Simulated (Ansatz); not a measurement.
System: sum formula SiH3S3, charge 0, multiplicity 2. It need not be the lowest isomer of its formula. 
Geometry from a B3LYP-D3(BJ)/def2-TZVP (Ansatz, an electronic-structure program) optimisation:
SMILES: S[Si](S)S
```xyz
7

S     -0.0926     1.5130    -1.3552
Si     0.2710    -0.3622    -0.3462
S      1.4256    -0.1773     1.4768
S     -1.7185    -0.9920     0.1589
H      1.0980     2.0292    -1.0063
H      2.6143    -0.2266     0.8486
H     -1.3380    -2.2311     0.5178
```
Charge 0, spin multiplicity 2.

Total electronic energies in hartree. Valence correlation only, unless marked. UHF or UKS for open shells. No spin-orbit coupling. Non-relativistic. Basis-set limits of correlation are two-point, X^-3; Hartree-Fock from the larger set.

```csv
level,program,energy (Eh)
HF/STO-3G,Ansatz,-1466.89347
PBE0/6-31G*,Ansatz,-1485.30381
B2GP-PLYP/def2-TZVPD,Ansatz,-1485.28971
B2PLYP-D4/def2-TZVPD,Ansatz + dftd4,-1485.47392
MP2/6-31G,Ansatz,-1483.28139
MP2/cc-pV(Q+d)Z,Ansatz,-1484.10708
SCS-MP2/cc-pV(T+d)Z,Ansatz,-1484.03396
CCSD(T)/cc-pV(T+d)Z,Ansatz,-1484.13165
"CCSD(T)/CBS(aug-cc-pV(T+d)Z,aug-cc-pV(Q+d)Z)",Ansatz,-1484.2364
```

Totals of different functionals don't rank their quality; only differences between species are comparable.
